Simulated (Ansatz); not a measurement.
# Abstraction of H: Si(CH3)Cl3 + C2H5Mg → Si(CH2)Cl3 + C2H6Mg

Species: Si(CH3)Cl3 (methyltrichlorosilane), singlet; C2H5Mg `C[CH2][Mg]`, doublet; Si(CH2)Cl3, doublet; C2H6Mg `C[CH2][MgH]`, singlet. A radical takes H: the energy is the difference in strength between the C–H bond broken and the Mg–H bond made.

Shapes, held fixed at every level: PBE0-D4/def2-TZVP. Programs: Ansatz 0.2.0. The zero-point and thermal change to 298 K, harmonic and unscaled (PBE0-D4/def2-TZVP), is -19.0 kJ/mol.

Task: Estimate ΔH(298 K) of this reaction.

Result: The highest level, CCSD(T)/def2-TZVPP, gives ΔH(298 K) = +140.4 kJ/mol; the levels span +134.6 to +142.2. The column of differences is taken from that level and isn't an error. No measured value is set beside it here. Open shells run unrestricted. Outer-core shells of Mg are correlated, in sets that cover them unevenly. Times are processor times on shared x86 and Arm servers, and rough.

```tsv
level	kind	ΔH(298 K) (kJ/mol)	less CCSD(T)/def2-TZVPP	CPU time (sum over the molecules)
B3LYP-D4/def2-TZVPP	global hybrid	+142.2	+1.8	55 s
r2SCAN0-D4/def2-TZVPP	global hybrid	+137.6	-2.8	67 s
wB97M-V/def2-TZVPP	range-separated hybrid	+136.0	-4.4	2.1 min
wB97X-V/def2-TZVPP	range-separated hybrid	+134.6	-5.8	98 s
CCSD(T)/def2-SVP	coupled cluster or CI	+140.5	+0.1	49 s
CCSD/def2-TZVPP	coupled cluster or CI	+135.4	-5.0	–
CCSD(T)/def2-TZVPP	coupled cluster or CI	+140.4	0.0	24 min
```
